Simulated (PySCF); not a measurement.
An unknown shows these calculated signals:

1H NMR (400 MHz, computed): δ 3.57 (sept, 1H), 3.44 (t, 2H), 1.70 (m, 2H), 1.18 (d, 6H), 0.94 (t, 3H).

13C{1H} NMR (computed): δ 76.8 (CH), 76.0 (CH2), 28.3 (CH2), 24.0 (CH3), 11.7 (CH3).

Computed data (PySCF): σ from GIAO-PBE0/pcSseg-1, GFN2-xTB geometry. One conformer, rapidly exchanging positions averaged, non-relativistic Hamiltonian, gas phase.

Shifts are taken against calculated references (same method and geometry level): TMS for 1H and 13C.

Question: Which of these does the molecule contain: a CH3CH2 unit, a vinyl group CH=CH2, a (CH3)2CH unit, a benzene ring, an S-methyl group?

Answer: 
- A CH3CH2 unit: yes (δC 11.7, 28.3; δH 0.94 (t), 1.70 (m)).
- A vinyl group CH=CH2: no.
- A (CH3)2CH unit: yes (δC 24.0, 76.8; δH 1.18 (d), 3.57 (sept)).
- A benzene ring: no.
- An S-methyl group: no.

The data belong to n-PrOi-Pr (O(CCC)C(C)C, C₆H₁₄O); they needn't prove each group on their own.

Carbon signals by region: 2 at 50–100 ppm, 3 below 50 ppm.

Shifts are as computed. Against solution values, carbons near 30 ppm lie about +3 ppm off and those near 130 ppm about +5 ppm. Of 1211 compounds with measured shifts, 218 miss one by over three times the rms of a fit or turn the order of signals round; such compounds aren't used in these exercises. Multiplicities follow the n + 1 count of equivalent neighbours, as no J values were calculated; m marks all less simple cases, F and P coupling included.
